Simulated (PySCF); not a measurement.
HgBr, SMILES [Hg][Br] (connectivity only; charge and spin as stated), neutral, multiplicity 2. The structure is a stationary point at B3LYP-D3(BJ)/def2-TZVP. The spin state was assumed, not searched. The def2 effective core potentials stand for the cores of Hg; spin–orbit coupling is left out.

The numbers are results of B3LYP-D3(BJ)/def2-TZVP run with PySCF, not measurements.

Harmonic wavenumbers (cm⁻¹): 152. Rotational constants (GHz): 1.292 (linear); symmetry number 1.

### Question
Work out the zero-point energy and the ideal-gas rigid-rotor harmonic-oscillator thermochemistry at 298.15 K and 1 atm.

### Answer
ZPE = ½ Σ hcν = ½ × 152 cm⁻¹ = 0.91 kJ/mol. H − E(el) = 11.27 kJ/mol. Entropy in J/(mol K): translation 179.04, rotation 78.81, vibration 11.06, spin 5.76, total 274.67. G − E(el) = -70.63 kJ/mol. Cp = 37.05 J/(mol K).
